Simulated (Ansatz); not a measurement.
Geometry optimisation, Ansatz, RKS BLYP/def2-SVP.

The input (input.yaml):

```yaml
crystal:
  periodic: [false, false, false]
  atoms:
    - { symbol: C, position_ang: [-1.6714, 1.1555, -0.1847] }
    - { symbol: C, position_ang: [-0.3595, 0.6702, 0.1268] }
    - { symbol: F, position_ang: [0.4918, 1.4767, 0.7717] }
    - { symbol: C, position_ang: [0.0684, -0.5594, -0.2278] }
    - { symbol: Ge, position_ang: [1.7431, -1.2794, 0.1629] }
    - { symbol: H, position_ang: [-1.8206, 2.258, 0.172] }
    - { symbol: H, position_ang: [-2.468, 0.5736, 0.2944] }
    - { symbol: H, position_ang: [-1.8384, 1.2115, -1.3026] }
    - { symbol: H, position_ang: [-0.7041, -1.1938, -0.7072] }
    - { symbol: H, position_ang: [2.85837, -0.47788, -0.50771] }
    - { symbol: H, position_ang: [1.79273, -2.76875, -0.38243] }
    - { symbol: H, position_ang: [1.92625, -1.31735, 1.7076] }
basis:
  gaussian: { orbitals: def2-SVP }
hamiltonian:
  xc: blyp
relax:
  f_tol: 0.015
  max_steps: 40
```

Launched with:

```bash
$ ansatz run input.yaml --threads 2 --pin off --max-ram 3072MiB --backend cpu --events-out ev --progress --plain --runs-dir out
```

Where does it end, and by what steps?

It converged. After 6 steps the energy has fallen by 0.368 eV; H7 moved furthest, 0.15 Å.

| step | energy less start (eV) | largest force component (eV/Å) | accepted |
| --- | --- | --- | --- |
| 0 | 0.0000 | 3.503 | yes |
| 1 | -0.2955 | 1.465 | yes |
| 2 | -0.3547 | 0.369 | yes |
| 3 | -0.3645 | 0.164 | yes |
| 4 | -0.3670 | 0.056 | yes |
| 5 | -0.3678 | 0.023 | yes |
| 6 | -0.3682 | 0.010 | yes |

```xyz
12
Properties=species:S:1:pos:R:3
C -1.741 1.255 -0.193
C -0.403 0.603 0.078
F 0.456 1.438 0.747
C 0.015 -0.636 -0.244
Ge 1.801 -1.325 0.193
H -1.747 2.285 0.210
H -2.568 0.689 0.280
H -1.950 1.305 -1.281
H -0.696 -1.282 -0.780
H 2.914 -0.469 -0.476
H 1.896 -2.783 -0.339
H 2.042 -1.331 1.729
```

Whether the end is a true minimum wasn't checked by a vibrational analysis.

The run took 25 s on 2 threads of Arm Neoverse V1 (shared host), peak memory 0.16 GiB.
